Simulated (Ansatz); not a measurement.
Reaction (atomization): `[OH][SnH][Cl]`• → Cl• + 2 H• + O• + Sn•

Computed with Ansatz on PBE0-D4/def2-TZVP structures; ΔE is electronic, products minus reactants. CBS: MP2 limit from def2 TZ/QZ plus the TZ coupled-cluster correction, frozen cores. This one scheme is used for every species, atoms too. DFT in def2-TZVPP. B3LYP here is the variant with VWN-RPA as its local correlation; programs differ in this. No spin–orbit coupling; open shells (•) take unrestricted orbitals. Spin–orbit coupling would lower the free atoms: a little for Cl, O; strongly for Sn. Elements past krypton have def2 core potentials. Bonds to Sn are less sure, by a few kJ/mol each and by 10 to 20 or more in all where they break to atoms, as the def2 sets lack core-valence functions. Each species was taken in one conformer, which may not be the lowest.

| level | ΔE (kJ/mol) | difference from CCSD(T)/CBS |
| --- | --- | --- |
| LDA (SPW92) | 1600.9 | 233.3 |
| r2SCAN-D4 | 1369.4 | 1.8 |
| PBE0-D4 | 1336.3 | -31.3 |
| B3LYP-D4 | 1342.4 | -25.2 |
| r2SCANh-D4 | 1349.5 | -18.1 |
| ωB97X-V | 1361.8 | -5.8 |
| BLYP | 1338.0 | -29.6 |
| PBE0 | 1327.8 | -39.8 |
| B3LYP | 1326.0 | -41.6 |
| MP2/def2-SVP | 1234.3 | -133.3 |
| CCSD/def2-SVP | 1183.1 | -184.5 |
| SCS-MP2/def2-TZVPP | 1313.7 | -53.9 |
| HF/def2-QZVPP | 888.0 | -479.6 |
| SCS-MP2/def2-QZVPP | 1353.3 | -14.3 |
| HF/CBS(def2) | 888.9 | -478.7 |
| CCSD/CBS(def2) | 1335.5 | -32.1 |
| CCSD(T)/CBS | 1367.6 | 0 |

Largest T1 diagnostic among the species: 0.017.

Leaving LDA and LC-ωPBE aside and taking each functional with its dispersion term where it has one, the values, not all of them listed here, spread over 108.3 kJ/mol, from BHLYP-D4 to PBE-D4. LDA lies +224.2 kJ/mol from PBE without D4, its usual overbinding. In def2-TZVPP, CCSD(T) changes the Hartree–Fock value by +426.7 kJ/mol (the triples alone add +32.0 kJ/mol) and MP2 by +450.2 kJ/mol; breaking electron pairs costs correlation energy, which Hartree–Fock lacks. From BLYP to BHLYP (50 % exact exchange), in def2-TZVPP and without D4, ΔE moves by −74.5 kJ/mol: exact exchange takes away binding that semilocal exchange gives to molecules.

For atomizations the MP2-based limit and the directly extrapolated one differ by several kJ/mol either way, and by 10 to 25 for some Ge, Se and Sn compounds, so smaller differences from it don't rank the levels.
